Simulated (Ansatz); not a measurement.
Cost and result for the atomization energy of `[BH2][Ga]([CH3])[BH]O` (12 atoms, 11 bonds).

```xyz
12

B    -1.3984    1.3692   -1.5435
Ga   -0.3034    0.1874   -0.2539
C     1.4264    0.8289    0.5138
B    -0.7768   -1.7982    0.4141
O     0.1024   -2.4651    1.1983
H    -1.2429    1.3421   -2.7334
H    -2.2570    2.1160   -1.1613
H     1.4370    0.7043    1.6014
H     1.6436    1.8733    0.2898
H     2.2469    0.2240    0.1120
H    -1.7758   -2.4186    0.1639
H     0.8979   -1.9634    1.3987
```

Total charge 0; spin multiplicity 1. Correlated methods include outer-core shells of Ga, which these sets cover unevenly. Scalar relativity is left out up to krypton. The structure was optimised at the PBE0-D4/def2-TZVP level. It is one conformer, not always the lowest. Program: Ansatz. All runs use 4 threads of an Intel Xeon Platinum 8488C on a shared host. Times are those of one run each, without the atoms' runs, and a repeat can differ threefold. Electronic energies, without spin–orbit coupling; frozen cores. CCSD(T)/CBS adds CCSD(T) − MP2 in def2-TZVPP to the MP2 limit, and its time is that of the two runs behind it. T1 = 0.014. With those shells the extrapolation isn't a true limit. HSE06 is the plane-wave form, built on full-range PBE exchange.

CCSD(T)/CBS is a level of theory with its own doubt, some kJ/mol a heavy atom from the limit and from the frozen cores, so smaller differences don't rank the functionals.

```tsv
level	functions	wall time
PBE0-D4/def2-TZVPP	270	2.5 s
BHLYP-D4/def2-TZVPP	270	2.9 s
CAM-B3LYP-D4/def2-TZVPP	270	3.4 s
r2SCAN-D4/def2-TZVPP (with forces)	270	3.6 s
HSE06-D4/def2-TZVPP	270	3.8 s
r2SCANh-D4/def2-TZVPP	270	3.9 s
PBE-QIDH/def2-TZVPP	270	5.5 s
B2PLYP/def2-TZVPP	270	7 s
CCSD(T)/def2-SVP	123	7.5 s
ωB97M-V/def2-TZVPP (with forces)	270	9 s
MP2/def2-QZVPP	527	26 s
CCSD(T)/def2-TZVPP	270	2.7 min
CCSD(T)/CBS(def2)	–	3.1 min
```

Question: What atomization energy does each give, and how far from CCSD(T)/CBS? (Estimate.)

Answer: Ansatz gave: 
| level | atomization (kJ/mol) | difference from CCSD(T)/CBS | per bond |
| --- | --- | --- | --- |
| PBE0-D4/def2-TZVPP | 4116.6 | 8.4 | 0.8 |
| BHLYP-D4/def2-TZVPP | 4019.9 | -88.3 | -8.0 |
| CAM-B3LYP-D4/def2-TZVPP | 4133.5 | 25.3 | 2.3 |
| r2SCAN-D4/def2-TZVPP (with forces) | 4142.6 | 34.4 | 3.1 |
| HSE06-D4/def2-TZVPP | 4119.1 | 10.9 | 1.0 |
| r2SCANh-D4/def2-TZVPP | 4120.3 | 12.1 | 1.1 |
| PBE-QIDH/def2-TZVPP | 4101.4 | -6.8 | -0.6 |
| B2PLYP/def2-TZVPP | 4073.3 | -34.9 | -3.2 |
| CCSD(T)/def2-SVP | 3912.7 | -195.5 | -17.8 |
| ωB97M-V/def2-TZVPP (with forces) | 4119.3 | 11.1 | 1.0 |
| MP2/def2-QZVPP | 4131.5 | 23.3 | 2.1 |
| CCSD(T)/def2-TZVPP | 4025.7 | -82.5 | -7.5 |
| CCSD(T)/CBS(def2) | 4108.2 | 0.0 | 0.0 |

In def2-TZVPP, CCSD(T) changes the Hartree–Fock value by +926.7 kJ/mol (the triples alone add +51.1 kJ/mol) and MP2 by +984.4 kJ/mol; breaking electron pairs costs correlation energy, which Hartree–Fock lacks. At CCSD(T), def2-SVP lies −195.5 kJ/mol from the extrapolated value and def2-TZVPP −82.6 kJ/mol: correlation converges slowly with the basis, and small sets miss more of it in the bonded molecule than in its fragments. The D4 term adds +34.6 kJ/mol with B3LYP and +18.4 kJ/mol with PBE0; it sums over pairs of atoms, weighted by their polarisabilities, and B3LYP, whose exchange is more repulsive, gets the larger term.

B3LYP here is the variant with VWN-RPA as its local correlation; programs differ in this.
